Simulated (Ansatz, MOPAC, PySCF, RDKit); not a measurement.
Complex: NH3 (SMILES N) (first 4 atoms) with N2 (SMILES N#N); geometry from B3LYP-D3(BJ)/def2-TZVP, rigid monomers moved along the line of their centres of mass till H4···N6 is 3.03 Å.
(charge 0, multiplicity 1):
```xyz
6

N     -0.077    -0.118    -0.355
H      0.881     0.150    -0.549
H     -0.660     0.690    -0.537
H     -0.139    -0.319     0.637
N     -0.009    -0.050     4.747
N     -0.067    -0.189     3.667
```

Monomers are frozen at their geometry in the pair; levels with a basis set take the counterpoise correction. Rows marked so take none.

Rows in 3-21G carry no dispersion term and start afresh at each structure. The state that PM7 reach isn't checked; PM7 holds dispersion and hydrogen-bond terms.

Run with Ansatz (a quantum-chemistry and plane-wave program) with Gaussian orbitals; MOPAC for PM7 (differences of heats of formation); PySCF for 3-21G rows, the dispersion terms; RDKit for the force fields. 

Problem. One of these levels gives -4.6 kJ/mol for the interaction energy. Which?
A) MMFF94
B) PM7
C) B3LYP/3-21G (no counterpoise)
D) PBE-D3(BJ)/def2-TZVPPD

Solution. C, B3LYP/3-21G (no counterpoise). The others give -0.5 (MMFF94), -10.1 (PM7), -2.6 (PBE-D3(BJ)/def2-TZVPPD)
